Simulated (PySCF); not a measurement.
## Carbon: a sound run and one with changed settings

Sound run: C⁺ [He] 2s2 2p1, C²⁺ [He] 2s2. All numbers are calculated (PySCF 2.14, scalar relativity by spin-free X2C-1e, in x2c-SVPall). In the sound run the correlated levels freeze 1s2. The sound run starts from symmetry-adapted Hartree-Fock orbitals and uses a fine grid where one is needed.

Changed run: initial guess 1e, at most 50 SCF cycles, level shift 0.1 hartree.

```csv
species,method,sound run (hartree),changed run (hartree),converged
C⁺,UHF,-37.25916,-37.25916,yes
C⁺,M06-2X,-37.39282,-37.39282,yes
C⁺,B3LYP,-37.40326,-37.40326,yes
C⁺,MP2,-37.30096,-37.29759,yes
C⁺,CCSD(T),-37.32654,-37.32654,yes
C²⁺,UHF,-36.36599,-36.36599,yes
C²⁺,M06-2X,-36.48687,-36.48687,yes
C²⁺,B3LYP,-36.47765,-36.47765,yes
C²⁺,MP2,-36.40607,-36.40213,yes
C²⁺,CCSD(T),-36.43906,-36.43906,yes
```

Ionisation energy of C⁺:

```csv
method,sound run (eV),changed run (eV)
UHF,24.304,24.304
M06-2X,24.652,24.652
B3LYP,25.187,25.187
MP2,24.351,24.367
SCS-MP2,24.305,24.326
CCSD,24.129,24.129
CCSD(T),24.149,24.149
```

A level shift leaves the converged SCF energy unchanged but raises the virtual orbital energies, which shrinks MP2 if it is not removed.

For comparison, NIST gives 24.383 eV between the lowest levels.
